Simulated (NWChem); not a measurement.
System: C₄H₄OS; SMILES S1C(CC1=O)=C

Here is an NWChem input.

```
start job
memory heap 200 mb stack 900 mb global 1100 mb
geometry units angstroms noautosym nocenter noautoz
  C      0.296773    -2.380265     0.000000
  C      0.215014    -1.053274     0.000000
  C      1.258741     0.038829     0.000000
  C      0.234800     1.159873     0.000000
  O      0.306736     2.342913     0.000000
  S     -1.195602     0.029994     0.000000
  H      1.274009    -2.869647     0.000000
  H     -0.592139    -3.014151     0.000000
  H      1.904051     0.064598    -0.894125
  H      1.904051     0.064598     0.894125
end
basis spherical
  C library 6-31g*
  O library 6-31g*
  S library 6-31g*
  H library 6-31g*
end
dft
  xc m05-2x
  iterations 150
end
cosmo
  do_cosmo_smd true
  solvent cychexon
end
task dft energy
```

Excerpt of the output:

```
             Northwest Computational Chemistry Package (NWChem) 7.3.0
             --------------------------------------------------------

                             Geometry "geometry" -> ""
                             -------------------------

 Output coordinates in angstroms (scale by  1.889725989 to convert to a.u.)

  No.       Tag          Charge          X              Y              Z
 ---- ---------------- ---------- -------------- -------------- --------------
    1 C                    6.0000     0.29677300    -2.38026500     0.00000000
    2 C                    6.0000     0.21501400    -1.05327400     0.00000000
    3 C                    6.0000     1.25874100     0.03882900     0.00000000
    4 C                    6.0000     0.23480000     1.15987300     0.00000000
    5 O                    8.0000     0.30673600     2.34291300     0.00000000
    6 S                   16.0000    -1.19560200     0.02999400     0.00000000
    7 H                    1.0000     1.27400900    -2.86964700     0.00000000
    8 H                    1.0000    -0.59213900    -3.01415100     0.00000000
    9 H                    1.0000     1.90405100     0.06459800    -0.89412500
   10 H                    1.0000     1.90405100     0.06459800     0.89412500

 Effective nuclear repulsion energy (a.u.)     266.6428368970

                                 NWChem DFT Module
                                 -----------------

 Summary of "ao basis" -> "ao basis" (spherical)
 ------------------------------------------------------------------------------
       Tag                 Description            Shells   Functions and Types
 ---------------- ------------------------------  ------  ---------------------
 C                           6-31g*                  6       14   3s2p1d
 O                           6-31g*                  6       14   3s2p1d
 S                           6-31g*                  8       18   4s3p1d
 H                           6-31g*                  2        2   2s

 in cosmo_initialize ...
 calling solv_data for solv:cychexon

 solvent parameters
 solvname_short: cychexon
 solvname_long:  cyclohexanone
 dielec:       15.6190
 dielecinf:     2.1045
 nonaqueous SMD model solvent descriptors
 dielec:       15.6190
 sola:          0.0000
 solb:          0.5600
 solc:          0.0000
 solg:         49.7600
 solh:          0.0000
 soln:          1.4507

          ---------------
          -cosmo- solvent
          ---------------
 Cosmo: York-Karplus, doi: 10.1021/jp992097l
 dielectric constant -eps-     =  15.62
 screen = (eps-1)/(eps    )    =   0.93598
 surface charge correction     = lagrangian

   van der Waals surface
 --------------------------

[...]

                                COSMO-SMD solvation results
                                ---------------------------

             internal energy in gas <Psi(g)|H|Psi(g)> =      -628.141822833083
         internal energy in solvent <Psi(s)|H|Psi(s)> =      -628.140625556810
                               delta internal energy  =         0.001197276273 (    0.75 kcal/mol)
   total free energy in solvent <Psi(s)|H+V/2|Psi(s)> =      -628.149644189235
 polarization energy contribution <Psi(s)|V/2|Psi(s)> =        -0.009018632425 (   -5.66 kcal/mol)
    total free energy in solvent including G(SMD-CDS) =      -628.152156694545
                       G(SMD-CDS) energy contribution =        -0.002512505310 (   -1.58 kcal/mol)
     1 M fixed-concentration free energy of solvation =        -0.010333861462 (   -6.48 kcal/mol)

                       DFT Final Molecular Orbital Analysis
                       ------------------------------------

 Vector   24  Occ=2.000000D+00  E=-3.810841D-01
              MO Center= -1.1D-01, -6.2D-01, -1.1D-08, r^2= 3.0D+00
   Bfn.  Coefficient  Atom+Function         Bfn.  Coefficient  Atom+Function
  ----- ------------  ---------------      ----- ------------  ---------------
    79      0.431691   6 S  pz               19      0.292960   2 C  pz
    83      0.228790   6 S  pz                5      0.223378   1 C  pz
    23      0.224480   2 C  pz               33     -0.172179   3 C  pz
    75     -0.165161   6 S  pz                9      0.139918   1 C  pz
    37     -0.113193   3 C  pz               93      0.108777   9 H  s

 Vector   25  Occ=2.000000D+00  E=-3.306498D-01
              MO Center= -9.4D-02,  1.1D+00,  5.0D-10, r^2= 3.1D+00
   Bfn.  Coefficient  Atom+Function         Bfn.  Coefficient  Atom+Function
  ----- ------------  ---------------      ----- ------------  ---------------
    59      0.446894   5 O  px               77      0.386713   6 S  px
    63      0.342964   5 O  px               34     -0.295777   3 C  s
    78      0.259929   6 S  py               31      0.203268   3 C  px
    35      0.203268   3 C  px               45     -0.182986   4 C  px
    81      0.183311   6 S  px               32     -0.161005   3 C  py

 Vector   26  Occ=2.000000D+00  E=-2.906894D-01
              MO Center= -3.7D-01, -7.7D-01, -4.1D-09, r^2= 3.6D+00
   Bfn.  Coefficient  Atom+Function         Bfn.  Coefficient  Atom+Function
  ----- ------------  ---------------      ----- ------------  ---------------
    79      0.492272   6 S  pz                5     -0.330059   1 C  pz
    83      0.307853   6 S  pz                9     -0.277435   1 C  pz
    19     -0.236155   2 C  pz               75     -0.183177   6 S  pz
    23     -0.172546   2 C  pz               61     -0.166971   5 O  pz
    65     -0.144066   5 O  pz               51      0.052225   4 C  pz

 Vector   27  Occ=0.000000D+00  E= 2.586385D-02
              MO Center=  2.5D-01,  1.1D+00, -1.7D-10, r^2= 2.5D+00
   Bfn.  Coefficient  Atom+Function         Bfn.  Coefficient  Atom+Function
  ----- ------------  ---------------      ----- ------------  ---------------
    51      0.573811   4 C  pz               47      0.495605   4 C  pz
    65     -0.433893   5 O  pz               61     -0.370409   5 O  pz
    94      0.339605   9 H  s                96     -0.339605  10 H  s
    83     -0.264898   6 S  pz               79     -0.226600   6 S  pz
    37      0.166951   3 C  pz               93      0.102268   9 H  s

 Vector   28  Occ=0.000000D+00  E= 3.199777D-02
              MO Center= -8.6D-01, -1.8D-03, -2.6D-09, r^2= 3.1D+00
   Bfn.  Coefficient  Atom+Function         Bfn.  Coefficient  Atom+Function
  ----- ------------  ---------------      ----- ------------  ---------------
    82      0.873997   6 S  py               48     -0.869152   4 C  s
    20      0.829842   2 C  s                78      0.405118   6 S  py
    36      0.285919   3 C  py               21     -0.282481   2 C  px
    49      0.238290   4 C  px               50      0.216141   4 C  py
    45      0.204292   4 C  px               17     -0.187222   2 C  px

 Vector   29  Occ=0.000000D+00  E= 5.049997D-02
              MO Center=  2.6D-01, -1.4D+00, -3.7D-09, r^2= 2.9D+00
   Bfn.  Coefficient  Atom+Function         Bfn.  Coefficient  Atom+Function
  ----- ------------  ---------------      ----- ------------  ---------------
     9      0.633535   1 C  pz               23     -0.631112   2 C  pz
    19     -0.419334   2 C  pz                5      0.371223   1 C  pz
    94     -0.246831   9 H  s                96      0.246831  10 H  s
    83      0.200589   6 S  pz               51      0.118169   4 C  pz
    37     -0.115853   3 C  pz               79      0.110343   6 S  pz

     Multipole analysis of the density
     ---------------------------------

     L   x y z        total         alpha         beta         nuclear
     -   - - -        -----         -----         ----         -------
     0   0 0 0     -0.000000    -26.000000    -26.000000     52.000000

     1   1 0 0      0.898821      0.594734      0.594734     -0.290647
     1   0 1 0     -1.204592     -0.658595     -0.658595      0.112597
     1   0 0 1     -0.000000     -0.000000     -0.000000      0.000000

     2   2 0 0    -28.486703    -91.899468    -91.899468    155.312233
     2   1 1 0     -0.704366     -0.138613     -0.138613     -0.427140
     2   1 0 1     -0.000000     -0.000000     -0.000000      0.000000
     2   0 2 0    -33.885947   -213.329754   -213.329754    392.773560
     2   0 1 1     -0.000000     -0.000000     -0.000000      0.000000
     2   0 0 2    -31.526562    -18.618202    -18.618202      5.709843
```

Level: M05-2X/6-31G* (spherical d), SMD on the gas-phase geometry. Structure relaxed at the PBE0/def2-SVP level. Solvent: cyclohexanone.
